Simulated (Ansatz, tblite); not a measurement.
Cost and result up the ladder for the cluster Al₄Sb₄ (the lowest singlet isomer of a short search) (8 atoms). The state is a singlet with charge 0. Geometry: r2SCAN-D4/def2-SVP.

```xyz
8

Al   -1.895   -1.366    0.397
Al    2.002    1.241    1.859
Al   -0.958   -1.325   -2.017
Al   -0.289    1.048   -0.028
Sb   -0.039   -0.601    2.274
Sb   -2.409    0.854   -1.463
Sb    1.377   -1.302   -0.230
Sb    2.210    1.451   -0.792
```

Ansatz on 4 threads of Arm Neoverse V1 on a shared host; xTB runs through tblite on one thread. Times are rough, summed over both states, and most runs start from the orbitals of an earlier one. No level here is sound enough to serve as a yardstick. The other state is a triplet.

In the def2 sets Sb takes a core potential; there is no spin–orbit coupling. The xTB rows come from tblite. The structure comes from a short search, and lower isomers may exist.

xTB has no spin-polarisation term.

```tsv
level	functions	wall time	vertical triplet (eV)	remarks
GFN1-xTB	72	0.034 s	0.32	–
GFN2-xTB	72	0.072 s	0.34	–
PBE-D4/def2-SVP	176	18 s	0.43	–
PBE0-D4/def2-SVP	176	38 s	0.29	restricted SCF unstable in HF (singlet)
```
